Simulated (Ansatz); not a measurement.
Results of the Gaussian-basis code of Ansatz.

Basis-set series for C7H9N, SMILES `Cc1ccc(C)nc1`. The species carries charge 0 and has multiplicity 1. The geometry is a stationary point of PBE0-D4/def2-TZVP.

| functional | basis | functions | energy (Eh) | HOMO (eV) | LUMO (eV) |
| --- | --- | --- | --- | --- | --- |
| PBE0-D4 | def2-SVP | 157 | -326.31043 | -7.00 | -0.54 |
| PBE0-D4 | def2-QZVPP | 726 | -326.67740 | -7.02 | -0.75 |
| ωB97M-V | def2-SVP | 157 | -326.53159 | -9.04 | 1.58 |
| ωB97M-V | def2-QZVPP | 726 | -326.91422 | -9.07 | 1.24 |

Q: Give the rows for def2-TZVPP. (Best estimate.)

A: The calculation gave: 
```csv
functional,basis,functions,energy (Eh),HOMO (eV),LUMO (eV)
PBE0-D4,def2-TZVPP,374,-326.66013,-7.01,-0.70
ωB97M-V,def2-TZVPP,374,-326.89792,-9.06,1.33
```

Positive LUMOs are unbound and depend on the basis.
